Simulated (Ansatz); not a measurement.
One change: `C=[C]1[CH2][GeH]1[CH3]` becomes `C=[C]1[CH2][GeH]1[NH2]`.

Ansatz, PBE0-D4/def2-TZVP geometries, multiplicity 1. Each molecule was computed in one conformer, which needn't be the lowest.

Scalar relativity is left out up to krypton.

```json
{"property": "LUMO energy (PBE/def2-TZVPP) / eV", "`C=[C]1[CH2][GeH]1[CH3]`": "-1.14"}
{"property": "LUMO energy (ωB97M-V/def2-TZVPP) / eV", "`C=[C]1[CH2][GeH]1[CH3]`": "1.88"}
{"property": "HOMO–LUMO gap (B3LYP/def2-TZVPP) / eV", "`C=[C]1[CH2][GeH]1[CH3]`": "6.01"}
{"property": "size of the dipole moment (ωB97M-V/def2-TZVPP) / D", "`C=[C]1[CH2][GeH]1[CH3]`": "1.10"}
{"property": "LUMO energy (PBE0/def2-TZVPP) / eV", "`C=[C]1[CH2][GeH]1[CH3]`": "-0.16"}
{"property": "HOMO–LUMO gap (ωB97M-V/def2-TZVPP) / eV", "`C=[C]1[CH2][GeH]1[CH3]`": "10.58"}
```

Problem. Give the same properties after the change, and the shifts. (Estimate.)

Solution. Ansatz gave: 
| property | `C=[C]1[CH2][GeH]1[NH2]` | shift |
| --- | --- | --- |
| LUMO energy (PBE/def2-TZVPP) / eV | -1.35 | -0.21 |
| LUMO energy (ωB97M-V/def2-TZVPP) / eV | 1.60 | -0.28 |
| HOMO–LUMO gap (B3LYP/def2-TZVPP) / eV | 5.65 | -0.36 |
| size of the dipole moment (ωB97M-V/def2-TZVPP) / D | 1.20 | 0.10 |
| LUMO energy (PBE0/def2-TZVPP) / eV | -0.39 | -0.23 |
| HOMO–LUMO gap (ωB97M-V/def2-TZVPP) / eV | 10.21 | -0.37 |

With PBE0 the HOMO rises by 0.11 eV and the LUMO falls by 0.23 eV, so the gap narrows by about 0.34 eV. PBE moves the HOMO by 0.19 eV and ωB97M-V by 0.10 eV. Dipoles are sizes alone; their direction can turn.

B3LYP here is the variant with VWN-RPA as its local correlation; programs differ in this.
